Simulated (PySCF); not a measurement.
From one molecule to another.

First species: C5H8O3Si.
Bonds: C1–Si2, Si2–O3, Si2–O4, Si2–C5, C5–C6 (aromatic), C6–C7 (aromatic), C7–C8 (aromatic), C8–O9 (aromatic), C5–O9 (aromatic). Hydrogens: H10, H11, H12 on C1; H13 on O3; H14 on O4; H15 on C6; H16 on C7; H17 on C8.

Second species: C7H9NOSi.
SMILES: `CCC1=C[SiH2]C(C#N)=CO1`

Levels: PBE0/pcSseg-1 for dipole moment, HOMO energy, LUMO energy and HOMO–LUMO gap; GFN2-xTB for rotational constant A and rotational constant C. Geometries: GFN2-xTB. Each species is one conformer at its optimised geometry, gas phase, non-relativistic unless stated. Electronic properties by PySCF.

The conformers computed, where there is a choice (atom-mapped SMILES and torsion angles):
- `[CH3:1][Si:2]([OH:3])([OH:4])[c:5]1[cH:6][cH:7][cH:8][o:9]1`: C1–Si2–C5–C6 97°, H–O3–Si2–C1 98°, H–O4–Si2–C1 67°
- `[CH3:1][CH2:2][C:3]1=[CH:4][SiH2:5][C:6]([C:7]#[N:8])=[CH:9][O:10]1`: C1–C2–C3–C4 -98°

Values for the first species:

```
Dipole moment         : 1.07 D
HOMO energy           : -6.61 eV
LUMO energy           : 0.03 eV
HOMO–LUMO gap         : 6.64 eV
Rotational constant A : 2.625 GHz
Rotational constant C : 0.855 GHz
```

Estimate the same properties for the second species, and the change in each.

```csv
property,first,second,second less first
dipole moment,1.07 D,5.59 D,+4.52 D
HOMO energy,-6.61 eV,-7.27 eV,-0.66 eV
LUMO energy,0.03 eV,-1.47 eV,-1.50 eV
HOMO–LUMO gap,6.64 eV,5.80 eV,-0.84 eV
rotational constant A,2.625 GHz,2.593 GHz,-0.032 GHz
rotational constant C,0.855 GHz,0.562 GHz,-0.293 GHz
```

On the first: The dipole equals about 3.6 × 10⁻³⁰ C·m (1 D = 3.33564 × 10⁻³⁰ C·m). GFN2-xTB frequencies show an imaginary mode (60i cm⁻¹), so this geometry is no minimum at that level.

On the second: The dipole matches unit charges of opposite sign 1.16 Å apart (1 e·Å = 4.8032 D).
